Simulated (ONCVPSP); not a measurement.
Cd (Z = 48): excitation energies, all-electron against ONCV

Cd, optimised norm-conserving Vanderbilt (ONCV), made with ONCVPSP 4.0.1 (LDA (Perdew-Zunger), scalar-relativistic). Core [Ar] 3d10, reference 4s2 4p6 4d10 5s2. Waves: 4s+5s: rc 1.60 bohr, ncon 4, nbas 7, qcut 8.5 1/bohr, 2 projectors; 4p: rc 1.50 bohr, ncon 4, nbas 7, qcut 9.6 1/bohr, 2 projectors, debl 0.8 Ha; 4d: rc 1.70 bohr, ncon 4, nbas 8, qcut 7.5 1/bohr, 1 projector. Local part: polynomial inside 0.95 bohr (lpopt 3, dvloc0 0 Ha). Core correction: none.

In the p channel the program set the typed energies aside and used -2.462, 0.250 Ha.

Energies are relative to the spin-unpolarised reference configuration 4s2 4p6 4d10 5s2; without spin polarisation the order of configurations can differ from experiment.

(1) Give the all-electron excitation energy and the error of the potential for: 4s2 4p6 4d10 5s1; 4s2 4p6 4d10 5s0; 4s2 4p6 4d9 5s0; 4s2 4p6 4d10 5s1 5p1.

Levels in the configuration 4s2 4p6 4d10 5s1:

| level | all-electron (eV) | pseudo (eV) |
| --- | --- | --- |
| 4s | -114.757 | -114.785 |
| 4p | -75.913 | -75.927 |
| 4d | -20.744 | -20.748 |
| 5s | -13.458 | -13.458 |

## Answers

(1)

| valence configuration | charge | ΔE all-electron (eV) | error AE − PS (meV) |
| --- | --- | --- | --- |
| 4s2 4p6 4d10 5s1 | +1 | 9.628 | -1.6 |
| 4s2 4p6 4d10 5s0 | +2 | 27.148 | -5.4 |
| 4s2 4p6 4d9 5s0 | +3 | 65.404 | -18 |
| 4s2 4p6 4d10 5s1 5p1 | 0 | 4.790 | -0.9 |
